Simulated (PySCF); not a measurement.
## How methods differ on the excitation energy of Be

Be [He] 2s2 (1S) → Be [He] 2s1 3d1 (3D), as a difference of total energies. Calculation: PySCF 2.14, in aug-cc-pCVTZ (7s6p4d2f, 59 functions); the non-relativistic Hamiltonian (point nucleus). Correlated levels: valence: 1s2 frozen. The calculations carry no spin-orbit coupling.

| method | excitation energy (eV) |
| --- | --- |
| UHF | 7.963 |
| MP2 (valence) | 8.648 |
| SCS-MP2 (valence) | 8.869 |
| CCSD (valence) | 8.990 |

**Question.** How much does correlation contribute at MP2 (valence)?

**Answer.** 8.648 − (7.963) = 0.685 eV, measured against UHF.

The promoted electron is Rydberg-like, and one or two diffuse shells describe it only roughly, which tends to raise the upper state.

With two correlated electrons CCSD is exact in that space.
